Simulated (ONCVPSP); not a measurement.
Before and after: ONCV potential for F

F (Z = 9), optimised norm-conserving Vanderbilt (ONCV), made with ONCVPSP 4.0.1 (PBE, scalar-relativistic). Core [He], reference 2s1 2p6. Waves: 2s: rc 0.60 bohr, ncon 4, nbas 8, qcut 8.6 1/bohr, local; 2p: rc 1.20 bohr, ncon 3, nbas 6, qcut 10.7 1/bohr, 1 projector; d scattering state at 0.06 Ha: rc 1.25 bohr, ncon 3, nbas 7, qcut 8.7 1/bohr, 2 projectors, debl 2.5 Ha. Local part: the s channel. Core correction: polynomial model core, fcfact 0.25.

Change: s: qcut 9.2.

Cutoffs: the cutoffs (Ha) at which the residual kinetic energy of the hardest occupied pseudo-wave falls to 1 and 0.1 mHa per electron; they do not see the model core or the augmentation charge, which bear on the density cutoff. Errors are all-electron minus pseudo energies relative to the spin-unpolarised reference configuration.

Problem. Predict the effect on cutoff, ghosts and configuration errors.

Solution. The potential gets softer (109 Ha and 382 Ha → 92 Ha and 317 Ha); the errors of the 4 common tests hardly move; neither file shows a bound ghost.

| quantity | base | changed |
| --- | --- | --- |
| cutoff, loose | 109 Ha | 92 Ha |
| cutoff, tight | 382 Ha | 317 Ha |
| loose cutoff by channel | s 109 Ha, p 42 Ha | s 92 Ha, p 42 Ha |
| bound ghosts | none | none |
| GHOST(+) flags under 300 eV | none | none |
| error for 2s2 2p5, meV [ΔE -18.81 eV] | +15 | +15 |
| error for 2s2 2p4, meV [ΔE 0.58 eV] | +74 | +73 |
| error for 2s2 2p3, meV [ΔE 38.96 eV] | +265 | +263 |
| error for 2s2 2p4.5, meV [ΔE -11.27 eV] | +36 | +35 |
| s: phases at 0.61 bohr within 0.05 rad from the reference energy up to (Ha; the scan ends near 5) | to the end of the scan | to the end of the scan |
| p: phases at 1.22 bohr within 0.05 rad from the reference energy up to (Ha; the scan ends near 5) | 2.8 | 2.8 |
| d: phases at 1.27 bohr within 0.05 rad from the reference energy up to (Ha; the scan ends near 5) | to the end of the scan | to the end of the scan |
| rms error of d²Exc/dni dnj with the model core, mHa | 1.75 | 1.74 |
